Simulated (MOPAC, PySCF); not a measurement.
Intermolecular potential of CF4 ··· C3H9Al (SMILES FC(F)(F)F and [CH3][Al]([CH3])[CH3]). Monomers: optimised at B3LYP-D3(BJ) (def2-TZVP and def2-SVP), held rigid. Orientation: lowest of the rigid-body minima from ten starts at GFN2-xTB. Only R, the distance of the centres of mass, is varied, so the lowest point isn't the relaxed dimer. The table gives interaction energies.

```csv
R / Å,A,B,C
2.51,23.28,137.92,1.96
2.67,6.47,79.95,-41.35
2.88,-2.15,34.45,24.41
3.11,-4.06,8.96,121.65
3.33,-3.23,-2.28,147.55
3.47,-2.29,-5.78,136.41
3.83,-0.12,-8.69,87.51
4.09,0.73,-8.32,60.15
4.61,1.06,-5.61,27.81
5.33,0.68,-1.93,9.39
6.34,0.32,-0.13,2.13
7.59,0.14,0.02,0.43
```

Energies in kJ/mol.

Problem. Assign the columns to these levels of theory: PM3, restricted, heats of formation run with MOPAC; PM6, restricted, heats of formation (MOPAC); PySCF 2.14.0 with restricted B3LYP/6-31G*, spherical d, no counterpoise correction.

Solution. A is PM6; B is RKS-B3LYP/6-31G*; C is PM3.
